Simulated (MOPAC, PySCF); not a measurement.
C$_{10}$H$_{9}$N, SMILES `Cc1ccnc2ccccc12`, neutral singlet in the gas phase. 

Cartesian coordinates (Å):
SMILES: Cc1ccnc2ccccc12
```xyz
20

C      2.2351    -1.2942     0.2274
C      1.3797    -0.0875    -0.0425
C      1.9361     1.1303    -0.3817
C      1.1011     2.2495    -0.6300
N     -0.2092     2.2184    -0.5603
C     -0.7990     1.0356    -0.2285
C     -2.2180     0.9925    -0.1506
C     -2.8709    -0.1752     0.1802
C     -2.1317    -1.3536     0.4483
C     -0.7535    -1.3445     0.3810
C     -0.0485    -0.1570     0.0426
H      1.9947    -2.1179    -0.4648
H      2.0753    -1.6775     1.2486
H      3.3020    -1.0561     0.1159
H      3.0203     1.2410    -0.4612
H      1.5604     3.2095    -0.8983
H     -2.7566     1.9176    -0.3630
H     -3.9618    -0.1969     0.2371
H     -2.6583    -2.2745     0.7097
H     -0.1972    -2.2596     0.5900
```
Charge 0, spin multiplicity 1.

All levels are single points at this geometry (B3LYP-D3(BJ)/def2-SVP); Pople sets use spherical d functions. Orbital energies aren't observables, and empty levels follow the basis.

PM6 in MOPAC gives dipole (D) = 3.06.

Q: Estimate the dipole (D) from each of these levels: PBE-D3(BJ)/def2-TZVP in PySCF; TPSSh-D3(BJ)/def2-TZVP in PySCF; B3LYP/3-21G in PySCF; B3LYP/6-31G* in PySCF; BP86/6-31G* in PySCF; PBE/6-31G* in PySCF; HF/6-31G* in PySCF; PM3 in MOPAC.

A: 
```json
[
 {"level": "PBE-D3(BJ)/def2-TZVP in PySCF", "dipole (D)": "2.47"},
 {"level": "TPSSh-D3(BJ)/def2-TZVP in PySCF", "dipole (D)": "2.47"},
 {"level": "B3LYP/3-21G in PySCF", "dipole (D)": "2.52"},
 {"level": "B3LYP/6-31G* in PySCF", "dipole (D)": "2.42"},
 {"level": "BP86/6-31G* in PySCF", "dipole (D)": "2.40"},
 {"level": "PBE/6-31G* in PySCF", "dipole (D)": "2.40"},
 {"level": "HF/6-31G* in PySCF", "dipole (D)": "2.60"},
 {"level": "PM3 in MOPAC", "dipole (D)": "2.21"}
]
```
